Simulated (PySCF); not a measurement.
**Electronic structure of Al⁺ (aluminium, charge +1) at the UHF level**

Configuration: [Ne] 3s2, closed-shell 1S. Calculation: PySCF 2.14, in aug-cc-pwCVQZ; no relativity, point nucleus.

- Total energy: -241.674359 hartree
- One-electron energy: -332.8490 hartree
- Hartree (Coulomb) energy: 109.0673 hartree
- Exchange energy: -17.8927 hartree
- Kinetic energy: 241.67405 hartree
- ⟨S²⟩: 0.0000
- ⟨L²⟩: 0.000
- Sum of ⟨r⟩: 9.941 bohr
- Sum of ⟨r²⟩: 17.28 bohr²
- Density at the nucleus (Gaussians lack the cusp): 1390 bohr⁻³
- Langevin diamagnetic susceptibility: -13.7 ×10⁻⁶ cm³/mol

```json
{"shell": "1s", "electrons": "2", "mean orbital energy (eV)": "-1600.4", "rms radius, mean of both spins (bohr)": "0.139"}
{"shell": "2s", "electrons": "2", "mean orbital energy (eV)": "-141.98", "rms radius, mean of both spins (bohr)": "0.677"}
{"shell": "2p", "electrons": "6", "mean orbital energy (eV)": "-95.855", "rms radius, mean of both spins (bohr)": "0.675"}
{"shell": "3s", "electrons": "2", "mean orbital energy (eV)": "-17.750", "rms radius, mean of both spins (bohr)": "2.61"}
```
